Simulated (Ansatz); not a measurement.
`[OH][SnH]([F])[O][SiH3]` + H₂ → `[OH][SnH2][F]` + `O[SiH3]` at 700 K and 1 bar (hydrogenolysis of the Sn–O bond).

Gas-phase electronic energies from Ansatz, PBE0-D4/def2-TZVP geometries. CCSD(T)/CBS is the MP2 limit (def2-TZVPP, def2-QZVPP) plus CCSD(T) − MP2 in def2-TZVPP, frozen cores. This one scheme is used for every species. Elements past krypton have def2 core potentials. For Sn outer-core shells are correlated without core-valence functions, which leaves a few kJ/mol of doubt a bond. One conformer a species, not always the lowest.

```csv
species,CCSD(T)/CBS energy (Eh),H − E (kJ/mol),S (J/(mol·K))
`[OH][SnH]([F])[O][SiH3]`,-756.36118,224.8,543.4
H₂,-1.17544,46.8,155.3
`[OH][SnH2][F]`,-390.83308,129.4,387.4
`O[SiH3]`,-366.69042,144.6,321.6
```

H − E and S are ideal-gas, rigid-rotor, harmonic terms from PBE0-D4/def2-TZVP, for one conformer and one mirror image of each species. For small species the MP2-based limit differs from directly extrapolated CCSD(T) by up to some mEh (0.8 for H₂); such offsets cancel only in part. 1 Eh = 2625.50 kJ/mol, R = 8.31446 J/(mol·K).

By hand: ΔE, ΔH, ΔS and ΔG.

ΔE = (-390.83308) + (-366.69042) − (-756.36118) − (-1.17544) = 0.01312 Eh = 34.4 kJ/mol. Δ(H − E) = 129.4 + 144.6 − 224.8 − 46.8 = 2.4, so ΔH = 36.8 kJ/mol. ΔS = 387.4 + 321.6 − 543.4 − 155.3 = 10.3 J/(mol·K). ΔG = 36.8 − 700 × (10.3)/1000 = 29.6 kJ/mol.

By hand: the equilibrium constant, and the temperature at which ΔG would vanish if ΔH and ΔS stayed fixed.

log₁₀ K = −ΔG/(RT ln 10) = -2.2. ΔG = 0 at ΔH/ΔS = 3573 K, far beyond where these terms or the molecules hold.

The number of gas molecules stays the same, so ΔS is small and ΔH decides. A doubt of 5 kJ/mol in ΔE shifts log₁₀ K by 0.4 here. Other conformers and mirror images would add mixing entropy, several J/(mol·K) or more a flexible species. Modes under 60 cm⁻¹, often nearly free rotors, make the harmonic entropy too high. These are equilibria of isolated gas molecules and say nothing of rates. Largest T1 diagnostic: 0.014 (customary marks: 0.02 for closed shells, 0.045 for open ones).
